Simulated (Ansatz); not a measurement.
A structure drawn as `[OH][Ge]([OH])[F]`, with this starting geometry:

Cartesian coordinates in Å:
```
O -0.3839 0.6191 -1.4158
Ge -0.0804 -0.3599 -0.0271
O 1.4305 0.1694 0.7069
F -1.3145 -0.2231 1.1274
H -1.2593 0.2588 -1.8431
H 1.6075 -0.4644 1.4516
```

Total charge 0; spin multiplicity 2.

Q: Does it keep its bonds when Ansatz relaxes it at PBE-D4/def2-SVP and then PBE0-D4/def2-TZVP?

A: Yes, every drawn bond is still there and no new one forms.

Q: Give the relaxed structure. (Best estimate.)

A: Computed: 
Z-matrix (Å, degrees):
```
Ge
O 1 1.765
F 1 1.751 2 108.2
O 1 1.765 2 103.2 3 114.8
H 2 0.962 1 112.4 3 50.6
H 4 0.962 1 112.5 2 -168.3
```
All modes are real.

Atoms count as bonded under 1.1 times the sum of their covalent radii (H–H under 0.85 Å, pairs among N, O and F under 1.55 Å), and a drawn bond as lost past 1.3 times.
